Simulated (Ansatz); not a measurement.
Gas-phase electronic energies from Ansatz, PBE0-D4/def2-TZVP geometries. CCSD(T)/CBS is the MP2 limit (def2-TZVPP, def2-QZVPP) plus CCSD(T) − MP2 in def2-TZVPP, frozen cores. This one scheme is used for every species. DFT in def2-TZVPP. Elements past krypton have def2 core potentials. For Sn outer-core shells are correlated without core-valence functions, which leaves a few kJ/mol of doubt a bond. Each species was taken in one conformer, which may not be the lowest.

Consider the redistribution: `[NH2][Al]([NH2])[F]` + `[NH2][Sn]([NH2])([Cl])[Cl]` → `[NH2][Al]([NH2])[NH2]` + `[NH2][Sn]([F])([Cl])[Cl]`.

```json
{"species": "`[NH2][Al]([NH2])[F]`", "PBE0-D4 energy (Eh)": "-454.11413"}
{"species": "`[NH2][Sn]([NH2])([Cl])[Cl]`", "PBE0-D4 energy (Eh)": "-1246.39475"}
{"species": "`[NH2][Al]([NH2])[NH2]`", "PBE0-D4 energy (Eh)": "-410.19571"}
{"species": "`[NH2][Sn]([F])([Cl])[Cl]`", "PBE0-D4 energy (Eh)": "-1290.28772"}
```

(1) Work out ΔE.

Largest T1 diagnostic among the species: 0.012.

## Answers

(1) ΔE = (-410.19571) + (-1290.28772) − (-454.11413) − (-1246.39475) = 0.02545 Eh = +0.69 eV. CCSD(T)/CBS gives +0.72 eV.

Leaving LDA and LC-ωPBE aside and taking each functional with its dispersion term where it has one, the values, not all of them listed here, spread over 0.12 eV, from B97M-V to PBE-QIDH. LDA lies +0.03 eV from PBE without D4. From PBE to PBE0 (25 % exact exchange), in def2-TZVPP and without D4, ΔE moves by +0.03 eV.
